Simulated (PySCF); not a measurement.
## MLi for M along the chalcogens

PBE with double-zeta basis sets in PySCF, for the lowest determinant that a PBE0 search found; no spin–orbit coupling. De refers to high-spin ground-configuration atoms. A positive dipole means M(−)Li(+).

```csv
M,basis,state (unpaired electrons),Re (Å),ωe (cm⁻¹),De (eV),μ (D)
O,def2-SVP,doublet (π ↑),1.674,837,3.62,5.55
S,aug-cc-pVDZ/aug-cc-pV(D+d)Z,doublet (π ↑),2.186,555,3.15,6.87
Se,def2-SVP,doublet (π ↑),2.276,510,2.92,6.49
Te,def2-SVP,doublet (π ↑),2.488,450,2.59,6.67
```

The shortest bond is that of LiO (1.674 Å), the longest that of LiTe (2.488 Å). LiO is bound most strongly (3.62 eV) and LiTe least (2.59 eV).

The rows differ in basis set, which adds steps of its own.

Down a group the atoms grow and get heavier, so bonds lengthen and wavenumbers fall; this series shows no clear exception.

Spin–orbit coupling is left out, which matters for elements this heavy, above all for dissociation energies. States were picked by a PBE0 search and need not be the measured ground states.
